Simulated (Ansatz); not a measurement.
Relaxation of the cluster Ca2Si⁻ with UKS B3LYP-D4/def2-TZVPD.

```sh
$ ansatz run in.yaml --threads 4 --pin off --events-out ev --progress --plain --max-ram 3916MiB
```

```yaml
crystal:
  periodic: [false, false, false]
  atoms:
    - {symbol: Ca, position_ang: [0.000000, 0.000000, 0.000000]}
    - {symbol: Ca, position_ang: [-0.909700, 0.243900, 3.553700]}
    - {symbol: Si, position_ang: [0.316300, -1.972200, 2.030600]}
basis:
  gaussian: {orbitals: def2-TZVPD}
total_charge: -1
magnetization: {spin_polarized: true, initial_magnetization: 1}
hamiltonian: {xc: {name: B3LYP}, dispersion: d4}
scf: {lower_state_search: "off"}
output: {orbitals: {seedname: orbitals}}
relax: {f_tol: 0.02, max_steps: 100}
```

Hardware: 4 threads of Arm Neoverse V1 on a shared host. Wall time 13 s.

Positions (Å) and forces (eV/Å) at steps 1, 2, 4 of 4:

```xyz
3
step=1 energy=-44754.0412 eV
Ca    0.000    0.000    0.000    0.041   -0.261    0.273
Ca   -0.910    0.244    3.554    0.247   -0.445   -0.309
Si    0.316   -1.972    2.031   -0.288    0.706    0.036
3
step=2 energy=-44754.1038 eV
Ca    0.004   -0.017    0.011    0.023   -0.136    0.134
Ca   -0.892    0.209    3.535    0.153   -0.280   -0.187
Si    0.294   -1.920    2.038   -0.177    0.415    0.053
3
step=4 energy=-44754.1310 eV
Ca    0.014   -0.038    0.004    0.000    0.000    0.001
Ca   -0.872    0.163    3.530    0.000    0.000   -0.001
Si    0.265   -1.854    2.050    0.000    0.000    0.000
```

The highest occupied level of the charge -1 doublet lies above zero (up to 0.09 eV). By energy differences its removal costs 1.07 eV (vertical, to the charge 0 triplet, at PBE0-D4/def2-TZVPD). The relaxation made no stability test and no search for a lower SCF solution. At B3LYP-D4/def2-TZVPD a quartet of charge -1 lies 0.19 eV below the doublet, each at its own geometry. The structure comes from a short search, and lower isomers may exist.
